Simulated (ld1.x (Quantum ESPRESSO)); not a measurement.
An all-electron radial function and its pseudo partner (hydrogen)

Columns: radius, all-electron u(r) and pseudo u(r) of the 1s shell (level -6.33 eV) of hydrogen in the configuration 1s1; PBEsol, non-relativistic, ultrasoft scheme, ld1.x (Quantum ESPRESSO) 7.5.

| r (bohr) | all-electron | pseudo |
| --- | --- | --- |
| 0.082 | 0.1420 | 0.0894 |
| 0.165 | 0.2629 | 0.1780 |
| 0.248 | 0.3634 | 0.2630 |
| 0.330 | 0.4454 | 0.3418 |
| 0.413 | 0.5131 | 0.4151 |
| 0.495 | 0.5667 | 0.4798 |
| 0.578 | 0.6095 | 0.5368 |
| 0.660 | 0.6420 | 0.5843 |
| 0.742 | 0.6661 | 0.6227 |
| 0.825 | 0.6831 | 0.6526 |
| 0.908 | 0.6937 | 0.6739 |
| 0.990 | 0.6989 | 0.6871 |
| 1.072 | 0.6997 | 0.6935 |
| 1.155 | 0.6965 | 0.6940 |
| 1.238 | 0.6901 | 0.6895 |
| 1.320 | 0.6811 | 0.6812 |
| 1.402 | 0.6698 | 0.6701 |
| 1.485 | 0.6565 | 0.6566 |
| 1.568 | 0.6416 | 0.6417 |
| 1.650 | 0.6258 | 0.6258 |
| 1.733 | 0.6088 | 0.6088 |
| 1.815 | 0.5912 | 0.5912 |
| 1.898 | 0.5730 | 0.5730 |
| 1.980 | 0.5546 | 0.5546 |
| 2.062 | 0.5360 | 0.5360 |
| 2.145 | 0.5171 | 0.5171 |

Q: How many radial nodes do the two functions have?

A: The all-electron 1s function has n − l − 1 = 0; the pseudo-wave has 0.

Q: At about which radius was the pseudo-wave matched?

A: 1.65 bohr. The columns agree to 0.0005 from 1.32 bohr on; several derivatives are matched, so the curves merge somewhat inside the radius.

Q: Where does each function peak?

A: Outermost all-electron maximum near 1.07 bohr, pseudo maximum near 1.16 bohr (to the table’s step).

Q: Is the pseudo-wave norm-conserving?

A: No, it belongs to an ultrasoft set: the norm inside the radius is not constrained, and the difference is carried by the augmentation charge.
